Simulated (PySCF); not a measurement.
Radial density of Co¹⁸⁺ (cobalt, charge +18)

TPSSh, [He] 2s2 2p5, 2P determinant. Calculation: PySCF 2.14, in an even-tempered Gaussian basis (18 s from 3.4 bohr⁻², ratio 2.2; 11 p from 4.4 bohr⁻², ratio 2.2; 6 d from 23 bohr⁻², ratio 2.4; 5 f from 35 bohr⁻², ratio 2.4; 5 g from 53 bohr⁻², ratio 2.4); the non-relativistic Hamiltonian (point nucleus).

```
r (bohr)  4πr²ρ (e/bohr)  4πr²(ρα − ρβ)
0.000854          0.1164         0.0000
 0.00144          0.3191         0.0000
 0.00242          0.8562         0.0001
 0.00406           2.216         0.0002
 0.00683           5.399         0.0009
  0.0115           11.88         0.0051
  0.0193           22.07         0.0312
  0.0325           31.06         0.1751
  0.0547           29.12         0.7934
  0.0920           22.39         2.5010
   0.155           29.13         4.3938
   0.260           22.70         2.9684
   0.438           3.609         0.4261
   0.737         0.04201         0.0046
```
